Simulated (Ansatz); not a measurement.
Calculated with Ansatz (gas phase, PBE0-D4/def2-TZVP geometries, no zero-point term in ΔE). CCSD(T)/CBS is the MP2 limit (def2-TZVPP, def2-QZVPP) plus CCSD(T) − MP2 in def2-TZVPP, frozen cores. Double bonds are as drawn, so ΔE can hold a change between cis and trans. DFT in def2-TZVPP. B3LYP here is the variant with VWN-RPA as its local correlation; programs differ in this. For Zn outer-core shells are correlated without core-valence functions, which leaves a few kJ/mol of doubt a bond. Scalar relativity is left out up to krypton.

Reaction (redistribution): `[BH2][Zn][F]` + `C/C=C(\F)[SiH3]` → `[CH3][Zn][F]` + `B/C=C(\F)[SiH3]`

```
             level  ΔE (kJ/mol)  difference from CCSD(T)/CBS
           ωB97M-V        -58.4                          1.2
            B2PLYP        -62.8                         -3.2
            r2SCAN        -62.7                         -3.1
              PBE0        -58.0                          1.6
             B3LYP        -59.9                         -0.3
    MP2/def2-TZVPP        -68.1                         -8.5
SCS-MP2/def2-TZVPP        -63.0                         -3.4
CCSD(T)/def2-TZVPP        -60.0                         -0.4
      HF/CBS(def2)        -53.8                          5.8
     MP2/CBS(def2)        -67.6                         -8.0
       CCSD(T)/CBS        -59.6                            0
```

Largest T1 diagnostic among the species: 0.016.

In def2-TZVPP, CCSD(T) changes the Hartree–Fock value by −6.7 kJ/mol (the triples alone add −2.6 kJ/mol) and MP2 by −14.7 kJ/mol.
